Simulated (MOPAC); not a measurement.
MOPAC input (MNDO):

```
MNDO 1SCF UHF MS=0.5 GEO-OK AUX(PRECISION=9) THREADS=1
H3B2O

O    -0.07973000 1   -0.05152400 1    0.00435300 1
B    -1.17086600 1   -0.76812000 1   -0.00146900 1
H    -1.82319300 1   -1.02611800 1    0.96610300 1
B     1.05362500 1    0.66875400 1   -0.12661300 1
H     0.95342100 1    1.83703400 1   -0.33284300 1
H     2.09382400 1    0.09810100 1   -0.02767300 1
```

From the output:

```
                                                       MOPAC v23.2.5 Linux

          FINAL HEAT OF FORMATION =        -48.68581 KCAL/MOL =    -203.70144 KJ/MOL

          COSMO AREA              =         89.30 SQUARE ANGSTROMS
          COSMO VOLUME            =         70.02 CUBIC ANGSTROMS

          IONIZATION POTENTIAL    =          9.038285 EV
          ALPHA SOMO LUMO (EV)    =         -9.038  1.577
          BETA  SOMO LUMO (EV)    =        -12.072 -0.127
          NO. OF ALPHA ELECTRONS  =          8
          NO. OF BETA  ELECTRONS  =          7
          MOLECULAR WEIGHT        =         40.6431         POINT GROUP:  Cs

          MOLECULAR DIMENSIONS (Angstroms)

            Atom       Atom       Distance
            H     5    H     3     4.19458
            H     6    H     3     2.03476
            H     3    B     2     0.74127

          SCF CALCULATIONS        =          1

   ATOM   CHEMICAL          X               Y               Z
  NUMBER   SYMBOL      (ANGSTROMS)     (ANGSTROMS)     (ANGSTROMS)

     1       O         -0.07973000  *  -0.05152400  *   0.00435300  *
     2       B         -1.17086600  *  -0.76812000  *  -0.00146900  *
     3       H         -1.82319300  *  -1.02611800  *   0.96610300  *
     4       B          1.05362500  *   0.66875400  *  -0.12661300  *
     5       H          0.95342100  *   1.83703400  *  -0.33284300  *
     6       H          2.09382400  *   0.09810100  *  -0.02767300  *

                             CARTESIAN COORDINATES

   1    O       -0.079730000    -0.051524000     0.004353000
   2    B       -1.170866000    -0.768120000    -0.001469000
   3    H       -1.823193000    -1.026118000     0.966103000
   4    B        1.053625000     0.668754000    -0.126613000
   5    H        0.953421000     1.837034000    -0.332843000
   6    H        2.093824000     0.098101000    -0.027673000

           Empirical Formula: H3 O B2  =     6 atoms

      MOLECULAR POINT GROUP   :   Cs

          ALPHA EIGENVALUES
 -43.60956 -24.73604 -18.32919 -16.58891 -16.56258 -15.17419 -12.10860  -9.03828
   1.57705   1.81155   2.09622   4.49364   5.63745   6.21593   8.80520

           BETA EIGENVALUES
 -43.39564 -24.46891 -18.02706 -16.54319 -16.03199 -14.41350 -12.07199  -0.12726
   1.76312   2.14943   2.70495   4.78501   6.24616   6.48623   9.36250

              NET ATOMIC CHARGES AND DIPOLE CONTRIBUTIONS

  ATOM NO.   TYPE          CHARGE      No. of ELECS.   s-Pop       p-Pop
    1          O          -0.252306        6.2523     1.63025     4.62205
    2          B           0.149302        2.8507     1.48327     1.36743
    3          H          -0.052769        1.0528     1.05277
    4          B           0.217374        2.7826     1.20638     1.57625
    5          H          -0.030801        1.0308     1.03080
    6          H          -0.030801        1.0308     1.03080
 DIPOLE           X         Y         Z       TOTAL
 POINT-CHG.     0.368     0.184    -0.330     0.528
 HYBRID         0.183     0.190     0.398     0.477
 SUM            0.551     0.373     0.068     0.669

          ATOMIC ORBITAL ELECTRON POPULATIONS

     Atom    s        px        py        pz
    1  O   1.63025   1.38204   1.57638   1.66364
    2  B   1.48327   0.48237   0.33903   0.54604
    3  H   1.05277
    4  B   1.20638   0.64367   0.70070   0.23188
    5  H   1.03080
    6  H   1.03080

                    (SZ)    =    0.500000
                    (S**2)  =    0.757417

          ATOMIC ORBITAL SPIN POPULATIONS

    Atom   Total    s     px     py     pz
         Atomic
    1  O  0.0637  0.016  0.007  0.002  0.039
    2  B  0.5845  0.284  0.002  0.032  0.267
    3  H  0.3086  0.309
    4  B  0.0454  0.004  0.005 -0.000  0.036
    5  H -0.0011 -0.001
    6  H -0.0011 -0.001

 **********************
 *                    *
 * JOB ENDED NORMALLY *
 *                    *
 **********************

 == MOPAC DONE ==
```

The geometry given is a B3LYP-D3(BJ)/def2-TZVP minimum.
